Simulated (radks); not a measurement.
Problem. The mean radii <r> (bohr) of the occupied orbitals of an atom or ion are listed with their occupations. All-electron calculation, non-relativistic Kohn-Sham, TPSS, spin-polarised, spherical densities, point nucleus; meta-GGA in the generalised Kohn-Sham scheme. Program: a radial shooting solver on a logarithmic mesh with Libxc functionals.

| orbital | occ. | <r> |
|---|---|---|
| 1s up | 1 | 0.3263 |
| 1s down | 1 | 0.3268 |
| 2s up | 1 | 1.624 |
| 7p up | 1 | 31.02 |

Name the element and its charge. Open shells, if any, are filled with parallel spins first.

Solution. Z = 5, boron, charge +1: B+ in [He] 2s1 7p1. The 1s radius gives Z: for a bare nucleus <r> = 1.5/Z, 0.3 bohr for Z = 5, and screening makes it slightly larger (0.3263 here). The occupations add up to 4, and the charge is Z minus that.
